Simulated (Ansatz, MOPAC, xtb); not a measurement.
Spectroscopic constants of AlTe, multiplicity 2 (lowest of 2S+1 = 2, 4 at CCSD(T)/def2-TZVPP on PBE0 minima; our sources give no spin for the ground state, which may be another). No spin–orbit coupling.

The constants come from a fifth-degree fit in 1/R (seven points, main isotopes). Runs in def2 and cc sets follow the lowest solution found near the PBE0 minimum.

Codes used: Ansatz (a quantum-chemistry and plane-wave program); MOPAC for PM6 (differences of heats of formation); xtb for the GFN methods. Each number belongs to the level named beside it. In def2 rows elements past Kr take small-core potentials, without spin–orbit coupling. The GFN methods have no spin term and hold the electronic entropy of 300 K.

```csv
level,r_e (Å),ω_e (cm⁻¹),α_e (cm⁻¹),ω_e x_e (cm⁻¹),dipole (D)
PM6,2.293,531,0.00048,1.7,-
GFN1-xTB,2.447,433,0.00075,1.8,-
GFN2-xTB,2.419,498,0.00081,3.2,-
SVWN5/def2-TZVPP,2.360,401,0.00064,1.6,2.69
PBE/def2-TZVPP,2.390,385,0.00065,1.6,2.64
r2SCAN/def2-TZVPP,2.367,405,0.00065,1.7,2.90
B97M-V/def2-TZVPP,2.376,396,0.00066,1.7,2.81
B3LYP/def2-TZVPP,2.393,376,0.00071,1.8,2.96
PBE0/def2-TZVPP,2.371,397,0.00068,1.7,2.95
BHLYP/def2-TZVPP,2.377,383,0.00076,2.0,3.30
CAM-B3LYP/def2-TZVPP,2.372,384,0.00075,1.9,3.18
wB97X-V/def2-TZVPP,2.366,392,0.00074,1.9,3.23
wB97M-V/def2-TZVPP,2.385,370,0.00081,2.0,3.33
B2PLYP/def2-TZVPP,2.378,396,0.00067,1.8,-
CCSD/def2-TZVPP,2.380,389,0.00072,1.8,-
CCSD/def2-QZVPP,2.370,393,0.00073,1.9,-
CCSD(T)/def2-TZVPP,2.381,399,0.00066,1.8,-
CCSD(T)/def2-QZVPP,2.371,403,0.00066,1.8,-
"CCSD(T)/CBS(def2-TZVPP, def2-QZVPP)",2.366,406,0.00066,1.8,-
```

Correlated levels freeze the inner cores; with def2 sets outer-core shells near the valence are correlated too. CBS(a, b) extrapolates the correlation energy as X⁻³ and adds the Hartree–Fock energy of set b. The state reached by PM6 isn't checked.
